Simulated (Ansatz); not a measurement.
Program: Ansatz. Geometries: PBE0-D4/def2-TZVP. ΔE: electronic, gas phase. CBS: MP2 limit from def2 TZ/QZ plus the TZ coupled-cluster correction, frozen cores. This one scheme is used for every species. Functionals use def2-TZVPP. Each species was taken in one conformer, which may not be the lowest.

Reaction (ligand exchange at the Si–Cl bond): `[SiH3][SiH2]N[SiH2]Cl` + H–F → `F[SiH2]N[SiH2][SiH3]` + HCl

| level | ΔE (kcal/mol) |
| --- | --- |
| r2SCAN-D4 | -10.4 |
| PBE0 | -9.6 |
| HF/def2-QZVPP | -14.9 |
| CCSD/CBS(def2) | -10.4 |

(1) What does CCSD(T)/CBS give? (Estimate.)

Largest T1 diagnostic among the species: 0.012.

Results:

(1) The calculation gave: -9.7 kcal/mol. The listed levels differ from it by -0.7, 0.1, -5.2, -0.7 kcal/mol.

The D4 term adds +2.7 kcal/mol with B3LYP and +1.5 kcal/mol with PBE0; it sums over pairs of atoms, weighted by their polarisabilities, and B3LYP, whose exchange is more repulsive, gets the larger term. In def2-TZVPP, CCSD(T) changes the Hartree–Fock value by +3.7 kcal/mol (the triples alone add +0.7 kcal/mol) and MP2 by +5.0 kcal/mol.

B3LYP here is the variant with VWN-RPA as its local correlation; programs differ in this.
